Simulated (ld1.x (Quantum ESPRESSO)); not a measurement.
Hf, ultrasoft: configuration errors across variants

```json
{
  "Element": "hafnium",
  "Generator": "ld1.x (Quantum ESPRESSO) 7.5",
  "Type": "ultrasoft",
  "Functional": "PBE",
  "Relativity": "scalar-relativistic",
  "Frozen core": "[Kr] 4d10 4f14 5s2",
  "Valence charge": "10",
  "Reference configuration": "5p6 5d2 6s1 6p0 (charge +1)",
  "Partial waves": "6s (bound): rcut 2.30, rcutus 2.65 bohr; 6s channel at -0.15 Ry: rcut 2.30, rcutus 2.65 bohr; 5p (bound): rcut 1.95, rcutus 2.35 bohr; 6p (bound, empty): rcut 1.95, rcutus 2.35 bohr; 5d (bound): rcut 2.30, rcutus 2.75 bohr; 5d channel at 0.2 Ry: rcut 2.30, rcutus 2.75 bohr",
  "Local potential": "all-electron potential smoothed inside 2.15 bohr (lloc = -1)",
  "Core correction": "Bessel-smoothed model core inside 1.65 bohr",
  "Augmentation charge": "PSQ, inside the norm-conserving radii"
}
```

All-electron excitation energies from the reference (eV): (1) 5p6 5d2 6s0 6p0 14.180; (2) 5p6 5d1 6s0 6p0 35.974; (3) 5p6 5d1 6s2 6p0 -1.478.

The overlap operator is not positive definite (basis up to 400 Ry) in “base”, “waves 6s (bound): rcut 2.30, rcutus 2.74 bohr; 6s channel at -0.15 Ry: rcut 2.30, rcutus 2.74 bohr”, “waves 6s (bound): rcut 2.30, rcutus 3.36 bohr; 6s channel at -0.15 Ry: rcut 2.30, rcutus 3.36 bohr”, “waves 6s (bound): rcut 2.30, rcutus 3.62 bohr; 6s channel at -0.15 Ry: rcut 2.30, rcutus 3.62 bohr”, “waves 6s (bound): rcut 2.30, rcutus 3.94 bohr; 6s channel at -0.15 Ry: rcut 2.30, rcutus 3.94 bohr”. Such files are unfit for use, however small their errors in these radial tests.

Tests that are not counted but printed errors over 1 eV. “base”: 5p6 5d2 6s2 6p0 (solver errors, printed error -634 eV).

3 further variants failed, have other tests or too few solved ones, and are left out.

A true bound ghost makes a file unfit for plane-wave use even where its test errors are small: the radial tests pick states by their node count and pass the ghost by. Where a test does run into it, the solver fails or the error is huge.

Errors AE − PS in meV (a dash: test not solved or not reliable):

```tsv
change	(1)	(2)	(3)	bound ghosts
base	-10	-28	-0.4	s (p not tested, overlap not positive)
waves 6s (bound): rcut 2.30, rcutus 2.74 bohr; 6s channel at -0.15 Ry: rcut 2.30, rcutus 2.74 bohr	-10	-27	0.0	s (p not tested, overlap not positive)
waves 6s (bound): rcut 2.30, rcutus 3.36 bohr; 6s channel at -0.15 Ry: rcut 2.30, rcutus 3.36 bohr	-9.2	-21	+1.2	s (p not tested, overlap not positive)
waves 6s (bound): rcut 2.30, rcutus 3.62 bohr; 6s channel at -0.15 Ry: rcut 2.30, rcutus 3.62 bohr	-9.2	-20	+1.0	s (p not tested, overlap not positive)
waves 6s (bound): rcut 2.30, rcutus 3.94 bohr; 6s channel at -0.15 Ry: rcut 2.30, rcutus 3.94 bohr	-9.2	-19	+1.2	s (p not tested, overlap not positive)
```

(1) Give the same row for: waves 6s (bound): rcut 2.30, rcutus 3.00 bohr; 6s channel at -0.15 Ry: rcut 2.30, rcutus 3.00 bohr.

Results:

(1) -9.4, -24, +1.3; bound ghosts: s (p not tested, overlap not positive). Its overlap operator is not positive definite in a basis up to 400 Ry (lowest eigenvalue p -0.53), so the file is unfit for use: the generalised eigenproblem breaks down once the basis is large enough, and its test numbers describe a broken file.
